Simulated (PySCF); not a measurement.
CH₃, SMILES [CH3+], charge +1. Coordinates come from a ωB97X-D3(BJ)/def2-TZVPD optimisation.

TDA-PBE/def2-TZVPD in PySCF 2.14.0 puts the lowest singlet excitations at 5.82, 5.82, 14.19, 14.19, 14.39, 15.51 eV.

Problem. What are the lowest excitation roots from PySCF with ADC(3)/aug-cc-pVDZ? (An estimate is asked for; the answer gives what the named calculation found.)

Solution. 6.01, 6.01, 12.95, 12.95, 15.28, 15.28 eV. S1 differs by 0.19 eV (second minus first; roots are paired by order, and the bases may differ).
